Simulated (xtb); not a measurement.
difluoromethane (CH$_{2}$F$_{2}$), singlet, from a rough starting geometry; GFN2-xTB run with xtb.

Input for xtb:
```
$ xtb mol.xyz --gfn 2 --opt vtight --json

# file mol.xyz
5

C      0.00390502    -0.01672350     0.10562190
F     -0.04080411     1.10918633    -0.74709302
F      0.00922270    -1.12222002    -0.72422440
H     -0.87252581    -0.01356026     0.68871555
H      1.01324623     0.04542555     0.65765096
```

Output, abridged:

```
   ID    Z sym.   atoms
    1    6 C      1
    2    9 F      2, 3
    3    1 H      4, 5

           -------------------------------------------------
          |                Calculation Setup                |
           -------------------------------------------------

           -------------------------------------------------
          |                 G F N 2 - x T B                 |
           -------------------------------------------------

          ...................................................
          :                      SETUP                      :
          :.................................................:
          :  # basis functions                  14          :
          :  # atomic orbitals                  14          :
          :  # shells                            8          :
          :  # electrons                        20          :
          :  max. iterations                   250          :
          :  Hamiltonian                  GFN2-xTB          :
          :  restarted?                      false          :
          :  GBSA solvation                  false          :
          :  PC potential                    false          :
          :  electronic temp.          300.0000000     K    :
          :  accuracy                    1.0000000          :
          :  -> integral cutoff          0.2500000E+02      :
          :  -> integral neglect         0.1000000E-07      :
          :  -> SCF convergence          0.1000000E-05 Eh   :
          :  -> wf. convergence          0.1000000E-03 e    :
          :  Broyden damping             0.4000000          :
          :  net charge                          0          :
          :  unpaired electrons                  0          :
          ...................................................

 iter      E             dE          RMSdq      gap      omega  full diag
   1    -12.6222167 -0.126222E+02  0.574E+00   12.66       0.0  T
   2    -12.6551911 -0.329744E-01  0.280E+00   11.79       1.0  T
   3    -12.6560595 -0.868378E-03  0.133E+00   12.05       1.0  T
   4    -12.6564205 -0.361044E-03  0.142E-01   12.03       1.0  T
   5    -12.6564221 -0.151171E-05  0.288E-02   12.04       1.6  T
   6    -12.6564231 -0.104525E-05  0.496E-03   12.03       9.0  T
   7    -12.6564231 -0.373623E-07  0.120E-03   12.03      37.2  T
   8    -12.6564231 -0.752390E-09  0.565E-04   12.03      79.2  T
   9    -12.6564231 -0.539979E-09  0.119E-04   12.03     375.8  T

[...]
         :: total energy             -12.610738552456 Eh    ::
 * total energy  :   -12.6107386 Eh     change       -0.3465317E-10 Eh
 * total energy  :   -12.6160440 Eh     change       -0.5305471E-02 Eh
 * total energy  :   -12.6171927 Eh     change       -0.1148709E-02 Eh
 * total energy  :   -12.6172470 Eh     change       -0.5423721E-04 Eh
 * total energy  :   -12.6172533 Eh     change       -0.6301626E-05 Eh
 * total energy  :   -12.6172539 Eh     change       -0.6299233E-06 Eh
 * total energy  :   -12.6172540 Eh     change       -0.6610973E-07 Eh
   *** GEOMETRY OPTIMIZATION CONVERGED AFTER 7 ITERATIONS ***
         :: total energy             -12.617253967658 Eh    ::
[...]
        13                          0.0873950               2.3781
        14                          0.1636947               4.4544
      -------------------------------------------------------------
                  HL-Gap            0.5405054 Eh           14.7079 eV
             Fermi-level           -0.2094491 Eh           -5.6994 eV

     #   Z          covCN         q      C6AA      α(0)
     1   6 C        3.414     0.270    19.079     6.706
     2   9 F        0.785    -0.213    11.371     3.983
     3   9 F        0.785    -0.213    11.371     3.983
     4   1 H        0.923     0.078     2.000     2.212
     5   1 H        0.923     0.078     2.000     2.212

 Mol. C6AA /au·bohr⁶  :        191.073070
 Mol. C8AA /au·bohr⁸  :       3688.775442
 Mol. α(0) /au        :         19.096158

Wiberg/Mayer (AO) data.
largest (>0.10) Wiberg bond orders for each atom

 ---------------------------------------------------------------------------
     #   Z sym  total        # sym  WBO       # sym  WBO       # sym  WBO
 ---------------------------------------------------------------------------
     1   6 C    3.848 --     3 F    0.967     2 F    0.967     5 H    0.957
                             4 H    0.957
     2   9 F    1.050 --     1 C    0.967
     3   9 F    1.050 --     1 C    0.967
     4   1 H    0.994 --     1 C    0.957
     5   1 H    0.994 --     1 C    0.957
 ---------------------------------------------------------------------------

Topologies differ in total number of bonds
Writing topology from bond orders to xtbtopo.mol

molecular dipole:
                 x           y           z       tot (Debye)
 q only:        0.032       0.010       0.812
   full:        0.039       0.012       0.978       2.489
molecular quadrupole (traceless):
                xx          xy          yy          xz          yz          zz
 q only:        1.633       0.089      -1.773      -0.008       0.022       0.140
  q+dip:        3.661       0.192      -3.700      -0.082       0.041       0.039
   full:        2.988       0.159      -3.084      -0.053       0.035       0.096

optimized geometry written to: xtbopt.xyz

           -------------------------------------------------
          | TOTAL ENERGY              -12.617253967658 Eh   |
          | GRADIENT NORM               0.000069471380 Eh/α |
          | HOMO-LUMO GAP              14.707901559800 eV   |
           -------------------------------------------------

normal termination of xtb
```
